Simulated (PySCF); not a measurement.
HfH₂: bending curve

Method: UPBE0 in PySCF with Hf def2-TZVP with ECP60, H def2-TZVP; scalar-relativistic core potentials, no spin–orbit coupling; density-fitted integrals.

Rigid scan from the triplet minimum (Hf–H 1.863 Å (×2); H–Hf–H 120.8°). Coordinate: the H–Hf–H angle, bonds fixed. Energies in kJ/mol from the minimum.

**Question.** Predict the curve at 80, 90, 100, 110, 120, 130, 140, 150, 160, 170, 180.

**Answer.** 
```tsv
bond angle (°)	E (kJ/mol)	dipole size (D)	⟨S²⟩
80	43.9	3.03	2.00
90	26.7	2.79	2.00
100	12.9	2.54	2.00
110	3.6	2.28	2.00
120	0.0	2.05	2.00
130	2.7	1.85	2.00
140	11.6	1.65	2.00
150	25.3	1.41	2.00
160	40.8	1.08	2.00
170	53.7	0.61	2.00
180	58.8	0.00	2.00
```

With the bonds held, the linear shape lies 58.8 kJ/mol from the minimum.

With open d or f shells other occupations or spin states may lie lower. At this level a broken-symmetry Ms = 0 minimum of C2v symmetry lies 11 kJ/mol below the start of the scan. No spin–orbit coupling is included, which matters more the heavier the element.

Other isomers or separated fragments may lie lower.
